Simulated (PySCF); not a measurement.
**Working out the excitation energy of Mg**

Mg [Ne] 3s2 (1S) → Mg [Ne] 3s1 4s1 (3S). Calculation: PySCF 2.14, in aug-cc-pVTZ; the non-relativistic Hamiltonian (point nucleus). Frozen: [Ne]. Energies in hartree (1 hartree = 27.21139 eV):

```tsv
part	Mg (lower)	Mg (upper)
UHF	-199.613351	-199.458662
MP2 opposite-spin	-0.023713	0.000000
MP2 same-spin	0.000000	-0.001942
```

Q: What does Hartree-Fock give?

A: (-199.458662) − (-199.613351) = 0.154689 hartree = 4.209 eV.

Q: What do MP2 and SCS-MP2 (6/5 opposite-spin, 1/3 same-spin) give?

A: The opposite-spin parts differ by 0.645 eV and the same-spin parts by -0.053 eV. MP2: 4.209 + (0.645) + (-0.053) = 4.801 eV. SCS-MP2: 4.209 + 1.2 × (0.645) + (-0.053)/3 = 4.965 eV.

Measured between the centres of the two terms (NIST): 5.108 eV, so MP2 (valence) is off by -0.307 eV.

What remains against the reference includes basis incompleteness, the frozen core and correlation beyond second order.
